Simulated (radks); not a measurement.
Results of a calculation; reference values are marked as such.
Ionisation of the osmium ion Os+, [Xe] 4f14 5d6 6s1, to [Xe] 4f14 5d6 as the strength of local exchange is varied. Level of theory: Dirac Kohn-Sham, Slater X-alpha exchange (alpha = 2/3 is LDA exchange), no correlation, spin-unpolarised, spherical densities, point nucleus; open shells fill j = l - 1/2 first (a radial shooting solver on a logarithmic mesh with Libxc functionals).

alpha  E(Os+) (hartree)  exchange (hartree)  IE (eV)  -e of the level emptied (eV)  <r> of it (bohr)
0.626       -17244.0795           -302.7029   15.761                11.988 (6s1/2)             2.831
0.667       -17263.9173           -322.9240   16.086                12.298 (6s1/2)             2.808
0.748       -17303.1804           -363.0154   16.736                12.923 (6s1/2)             2.763
0.94        -17396.6269           -458.8003   18.325                14.465 (6s1/2)             2.663
1.006       -17428.8719           -491.9706   18.886                15.013 (6s1/2)             2.630

NIST Atomic Spectra Database: 17 +/- 1 eV (semi-empirical). The Delta-SCF value meets it near alpha = 0.78. Spin polarisation and multiplet splitting are left out, so open shells lie too high by an amount that depends on their filling.

Beside tabulated values, note that spin-unpolarised runs miss the spin-polarisation part of the exchange energy of open shells.
